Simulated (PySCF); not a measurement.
Point-charge models of `CC(C)OC1=CO[BH2-][O+]=C1` against its computed dipole.

Coordinates (PBE0-D3(BJ)/def2-SVP, Å) and charges (e) from the PBE0/pcSseg-1 density (PySCF):

```
atom       x       y       z  Mulliken      IAO  Hirshfeld  ESP-fitted
  C1  -2.627   1.280  -0.216   -0.2289  -0.4143    -0.1198     -0.5854
  C2  -1.408   0.579   0.338   -0.0559  +0.1089    +0.0508     +0.6572
  C3  -1.738  -0.706   1.072   -0.2543  -0.4296    -0.1252     -0.6105
  O4  -0.546   0.329  -0.782   -0.4941  -0.3792    -0.1270     -0.4434
  C5   0.728  -0.020  -0.470   -0.0602  +0.0219    +0.0159     -0.1574
  C6   1.739   0.945  -0.388   +0.3138  +0.1865    +0.1148     +0.3781
  O7   2.945   0.665  -0.114   -0.4059  -0.2960    -0.1063     -0.3847
  B8   3.226  -0.727   0.462   +0.3316  +0.0414    +0.0459     +0.4051
  O9   2.367  -1.695  -0.353   -0.4079  -0.2973    -0.1076     -0.4047
 C10   1.176  -1.338  -0.609   +0.3087  +0.1866    +0.1163     +0.4293
 H11  -3.324   1.543   0.592   +0.1201  +0.1443    +0.0484     +0.1447
 H12  -3.151   0.624  -0.929   +0.1204  +0.1446    +0.0433     +0.1610
 H13  -2.337   2.198  -0.745   +0.1255  +0.1481    +0.0433     +0.1472
 H14  -0.875   1.261   1.030   +0.1086  +0.1179    +0.0312     -0.0415
 H15  -2.260  -1.407   0.402   +0.1170  +0.1396    +0.0403     +0.1600
 H16  -2.389  -0.500   1.934   +0.1265  +0.1480    +0.0498     +0.1581
 H17  -0.828  -1.194   1.453   +0.1393  +0.1442    +0.0366     +0.1398
 H18   1.512   1.989  -0.652   +0.1311  +0.1697    +0.0736     +0.0937
 H19   2.799  -0.737   1.611   -0.0977  -0.0474    -0.1087     -0.1998
 H20   4.394  -0.997   0.302   -0.0699  -0.0085    -0.0893     -0.1309
 H21   0.506  -2.094  -1.046   +0.1322  +0.1706    +0.0737     +0.0841
```

Q: What dipole does each set of charges give (1 e·Å = 4.803 D), and what does the density give?

A: The full density gives (-4.45, 1.22, -0.38) D, 4.63 D in size; dipole vectors point from the negative to the positive end.

| scheme | μx | μy | μz | size (D) | share of the full size (%) | angle to the full dipole (°) |
| --- | --- | --- | --- | --- | --- | --- |
| Mulliken | -4.80 | 0.78 | 1.33 | 5.04 | 109 | 21 |
| IAO | -4.77 | 1.36 | 0.34 | 4.97 | 108 | 9 |
| Hirshfeld | -3.63 | 1.08 | -1.04 | 3.93 | 85 | 11 |
| ESP-fitted | -4.43 | 1.20 | -0.34 | 4.60 | 99 | 0 |

Q: Which set comes closest?

A: Length of the difference vector: ESP-fitted 0.04 D, IAO 0.80 D, Hirshfeld 1.06 D, Mulliken 1.80 D. Closest: ESP-fitted. 

Q: What is left for the Hirshfeld atoms' own dipoles?

A: The Hirshfeld atoms' densities add up to the full density, so μ = Σ q r + Σ (atomic dipoles). The atomic dipoles sum to (-4.45, 1.22, -0.38) − (-3.63, 1.08, -1.04) = (-0.82, 0.14, 0.66) D, 1.06 D in size.

Q: With the origin at the mean of the coordinates, (-0.004, 0.000, 0.138) Å, which are the largest single terms, by size, of the ESP-fitted dipole along the direction of the full one?

A: C1 -8.12, B8 -6.47, O9 +5.22, O7 +4.87, C2 +4.69 D; all 21 atoms together +4.60 D. The single terms depend on the origin, their sum doesn't.

Q: Give the size of the full dipole in other units.

A: 4.63 D = 1.820 au = 0.963 e·Å = 15.43 × 10⁻³⁰ C·m.

One conformer (not necessarily the lowest) at the PBE0-D3(BJ)/def2-SVP geometry, without solvent, vibrations or thermal averaging.

The values belong to the conformer `[CH3:1][CH:2]([CH3:3])[O:4][C:5]1=[CH:6][O:7][BH2-:8][O+:9]=[CH:10]1`: C1–C2–O4–C5 166°, C2–O4–C5–C6 -93°.
